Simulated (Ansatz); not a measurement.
`COc1ccc(-c2ccc(C#Cc3ccc(C#Cc4ccc(C#Cc5ccc(C(F)=C(F)F)cc5)cc4)cc3)cc2)cc1` with charge +1. Charge 1, multiplicity 2. Geometry PBE-D4/def2-SVP, that of the neutral singlet; atoms count from 1.

Cartesian coordinates in Å:
```
C -15.011 -4.726 0.727
O -14.228 -4.597 -0.444
C -12.950 -4.150 -0.322
C -12.332 -3.807 0.898
C -11.005 -3.356 0.903
C -10.252 -3.235 -0.285
C -8.850 -2.763 -0.264
C -7.903 -3.233 -1.207
C -6.579 -2.796 -1.189
C -6.136 -1.860 -0.218
C -4.787 -1.415 -0.193
C -3.614 -1.033 -0.170
C -2.263 -0.599 -0.143
C -1.835 0.400 0.773
C -0.509 0.823 0.801
C 0.453 0.265 -0.084
C 1.807 0.691 -0.052
C 2.985 1.057 -0.022
C 4.341 1.472 0.014
C 4.760 2.525 0.874
C 6.091 2.930 0.911
C 7.068 2.301 0.091
C 8.426 2.710 0.132
C 9.608 3.063 0.170
C 10.968 3.465 0.215
C 11.955 2.794 -0.556
C 13.292 3.183 -0.514
C 13.705 4.267 0.303
C 15.087 4.729 0.396
F 15.306 5.785 1.215
C 16.194 4.246 -0.226
F 17.402 4.755 -0.059
F 16.198 3.219 -1.065
C 12.723 4.940 1.072
C 11.386 4.550 1.031
C 6.649 1.250 -0.771
C 5.317 0.847 -0.810
C 0.025 -0.732 -1.003
C -1.302 -1.153 -1.033
C -7.082 -1.383 0.728
C -8.403 -1.827 0.700
C -10.894 -3.587 -1.499
C -12.214 -4.033 -1.523
H -16.003 -5.092 0.402
H -15.140 -3.751 1.251
H -14.573 -5.458 1.442
H -12.870 -3.899 1.851
H -10.533 -3.121 1.869
H -8.209 -3.981 -1.953
H -5.859 -3.184 -1.924
H -2.569 0.838 1.465
H -0.190 1.596 1.516
H 4.014 3.017 1.514
H 6.402 3.744 1.581
H 11.651 1.952 -1.195
H 14.023 2.638 -1.124
H 13.027 5.782 1.709
H 10.638 5.084 1.635
H 7.395 0.757 -1.411
H 5.005 0.032 -1.480
H 0.760 -1.170 -1.694
H -1.621 -1.925 -1.747
H -6.760 -0.648 1.480
H -9.120 -1.418 1.428
H -10.352 -3.480 -2.450
H -12.714 -4.293 -2.467
```

Single mean-field runs in def2-SVP are fitted with def2-universal-jkfit.

**Question.** Estimate the Mulliken populations of the heavy atoms from the PBE0/def2-SVP orbitals of Ansatz.

**Answer.** 
```tsv
atom	charge (e)	spin (α − β)
C1	0.08	0.00
O2	-0.32	0.03
C3	0.23	0.05
C4	-0.10	0.00
C5	-0.02	0.03
C6	0.02	0.03
C7	0.04	0.07
C8	-0.03	0.00
C9	0.03	0.02
C10	-0.08	0.05
C11	0.02	0.06
C12	0.01	0.04
C13	-0.07	0.06
C14	0.02	0.01
C15	0.03	0.01
C16	-0.07	0.06
C17	0.02	0.03
C18	0.02	0.06
C19	-0.07	0.03
C20	0.03	0.02
C21	0.02	-0.01
C22	-0.06	0.07
C23	0.00	0.00
C24	0.02	0.08
C25	-0.08	0.00
C26	0.03	0.03
C27	-0.02	-0.03
C28	-0.03	0.07
C29	0.19	-0.02
F30	-0.20	0.00
C31	0.38	0.06
F32	-0.13	0.01
F33	-0.15	0.01
C34	-0.02	-0.03
C35	0.03	0.04
C36	0.02	-0.01
C37	0.03	0.02
C38	0.03	0.01
C39	0.02	0.01
C40	0.03	0.02
C41	-0.03	0.00
C42	-0.02	0.01
C43	-0.03	0.00
```
Mulliken values depend strongly on the basis.

**Question.** Where does the spin sit?

**Answer.** Summed by element: C 0.96, O 0.03, F 0.01, H -0.01, of 1 unpaired in all. Largest on single atoms: C24 0.08, C22 0.07, C7 0.07.

**Question.** And the Mayer bond orders between heavy atoms (over 0.3, the first 40 of 47)?

**Answer.** C1–O2 0.93 (1.42 Å); O2–C3 1.15 (1.36 Å); C3–C4 1.27 (1.41 Å); C3–C43 1.31 (1.41 Å); C4–C5 1.42 (1.40 Å); C5–C6 1.34 (1.41 Å); C6–C7 1.06 (1.48 Å); C6–C42 1.30 (1.42 Å); C7–C8 1.31 (1.42 Å); C7–C41 1.31 (1.42 Å); C8–C9 1.45 (1.39 Å); C9–C10 1.28 (1.42 Å); C10–C11 1.10 (1.42 Å); C10–C40 1.28 (1.42 Å); C11–C12 2.48 (1.23 Å); C12–C13 1.10 (1.42 Å); C13–C14 1.28 (1.42 Å); C13–C39 1.28 (1.42 Å); C14–C15 1.45 (1.39 Å); C15–C16 1.28 (1.42 Å); C16–C17 1.10 (1.42 Å); C16–C38 1.28 (1.42 Å); C17–C18 2.49 (1.23 Å); C18–C19 1.10 (1.42 Å); C19–C20 1.28 (1.42 Å); C19–C37 1.28 (1.42 Å); C20–C21 1.45 (1.39 Å); C21–C22 1.28 (1.42 Å); C22–C23 1.09 (1.42 Å); C22–C36 1.28 (1.42 Å); C23–C24 2.51 (1.23 Å); C24–C25 1.08 (1.42 Å); C25–C26 1.29 (1.42 Å); C25–C35 1.30 (1.42 Å); C26–C27 1.45 (1.39 Å); C27–C28 1.30 (1.42 Å); C28–C29 1.06 (1.46 Å); C28–C34 1.32 (1.42 Å); C29–F30 1.05 (1.35 Å); C29–C31 1.58 (1.36 Å).
